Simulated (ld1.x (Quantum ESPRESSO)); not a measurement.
An all-electron radial function and its pseudo partner (fluorine (F))

Columns: radius, all-electron u(r) and pseudo u(r) of the 2s shell (level -67.66 eV) of fluorine in the configuration [He] 2s2 2p3; PBEsol, non-relativistic, TM scheme, ld1.x (Quantum ESPRESSO) 7.5.

```
r (bohr)  all-electron   pseudo
   0.050        0.4133  -0.0611
   0.100        0.4863  -0.1246
   0.150        0.3803  -0.1931
   0.200        0.1900  -0.2690
   0.250       -0.0297  -0.3544
   0.300       -0.2474  -0.4504
   0.350       -0.4465  -0.5558
   0.400       -0.6189  -0.6670
   0.450       -0.7618  -0.7769
   0.500       -0.8750  -0.8770
   0.550       -0.9604  -0.9597
   0.600       -1.0206  -1.0203
   0.650       -1.0589  -1.0588
   0.700       -1.0784  -1.0784
   0.750       -1.0821  -1.0821
   0.800       -1.0730  -1.0730
   0.850       -1.0534  -1.0534
   0.900       -1.0257  -1.0257
   0.950       -0.9917  -0.9917
   1.000       -0.9531  -0.9531
   1.050       -0.9113  -0.9113
   1.100       -0.8673  -0.8673
   1.150       -0.8221  -0.8221
   1.200       -0.7765  -0.7765
   1.250       -0.7311  -0.7311
   1.300       -0.6864  -0.6864
```

Question: How many radial nodes do the two functions have?

Answer: The all-electron 2s function has n − l − 1 = 1; the pseudo-wave has 0, since the states of the same l below it are removed with the core.

Question: At about which radius was the pseudo-wave matched?

Answer: 0.70 bohr. The columns agree to 0.0005 from 0.60 bohr on; several derivatives are matched, so the curves merge somewhat inside the radius.

Question: Is the pseudo-wave norm-conserving?

Answer: Yes: the TM scheme keeps the norm inside the radius equal to the all-electron one, which fixes the energy derivative of the logarithmic derivative at the level.
